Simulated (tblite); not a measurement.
Species: C4H5N3OSi.
Structure used (GFN2-xTB), in Å, numbered top down from 1:
```
atom  x, y, z in Å
N1     4.1960    0.6039    0.5562
C2     3.0856    0.3219    0.5066
C3     1.7238   -0.0259    0.3719
N4     0.8722   -0.0850    1.3305
Si5   -0.4534   -0.6179    0.2448
N6    -1.6938    0.6193    0.2792
C7    -2.6159    0.3865   -0.6621
O8    -2.4728   -0.5417   -1.4231
C9     1.0539   -0.3722   -0.9289
H10   -0.9665   -1.9440    0.5107
H11   -1.7846    1.3722    0.9413
H12   -3.4732    1.0735   -0.6979
H13    1.4801   -1.2441   -1.4182
H14    1.0480    0.4531   -1.6382
```

All values are computed: GFN2-xTB (tblite) harmonic vibrations without scaling, gas phase. The method is semi-empirical: single wavenumbers can be off by several per cent or more. Modes of hydrogen on silicon can be 10 to 20 % off. One conformer, not necessarily the lowest.

Harmonic wavenumbers (cm⁻¹): 44.8, 53.6, 102.3, 125.3, 166.0, 186.6, 290.3, 331.6, 439.8, 528.5, 541.5, 545.0, 556.1, 632.2, 642.5, 691.2, 734.3, 794.4, 835.3, 920.3, 938.2, 1003.1, 1100.1, 1116.2, 1227.2, 1315.4, 1364.9, 1413.0, 1597.5, 1717.6, 2361.5, 2418.0, 2852.3, 2998.6, 3015.7, 3469.2.

A = 5041, B = 699.3, C = 668.9 MHz; mass 139.020 u (most abundant isotopes); point group C1, symmetry number 1.

Zero-point energy?

Half the sum of the wavenumbers: 19535 cm⁻¹ = 55.85 kcal/mol.

What is S at 273.15 K and 1 bar for an ideal gas of classical rigid rotors and harmonic oscillators?

Translation 40.29, rotation 29.04, vibration 26.63: S = 96.0 cal/(mol K).

And Cp and H(273.15 K) − H(0)?

Cp = 34.04 cal/(mol K), of which vibrations give 26.09 (their classical limit is 36 R = 71.5); H(273.15 K) − H(0) = 5.90 kcal/mol without the zero-point energy, 3.73 from vibrations.

Which modes carry the vibrational entropy at 273.15 K?

44.8 cm⁻¹: 4.86; 53.6 cm⁻¹: 4.51; 102.3 cm⁻¹: 3.24; 125.3 cm⁻¹: 2.85; 166.0 cm⁻¹: 2.32; 186.6 cm⁻¹: 2.10 cal/(mol K); the other 30 give 6.76 together.

How do the functions run with temperature in this model?

```
 T (K)  S (cal/(mol K))  Cp (cal/(mol K))  H − H(0) (kcal/mol)  G − H(0) (kcal/mol)  ln q(vib)
   150             79.2              23.0                 2.38                -9.49       3.35
   250             93.0              32.1                 5.14               -18.12       5.94
298.15             99.0              36.1                 6.78               -22.75       7.15
   400            110.7              43.4                10.84               -33.44       9.65
   600            130.3              53.4                20.60               -57.61      14.28
   900            153.9              62.4                38.09              -100.38      20.47
```

q(vib) and H(0) count from the zero-point level.

Blend soft modes into free rotors: weight 1/[1 + (100 cm⁻¹/ν̃)⁴] for the oscillator and the rest for a rotor with moment μB/(μ + B), μ = h/(8π²ν), B = 10⁻⁴⁴ kg m². What vibrational entropy results?

24.04 cal/(mol K) in place of 26.63, which changes −T·S at 273.15 K by +0.71 kcal/mol.

Hindered rotation and anharmonicity are outside this model. Other conformers, if any are populated, would add a mixing term that is left out. The structure is chiral; the term R ln 2 for an equal mix with its mirror image is left out.
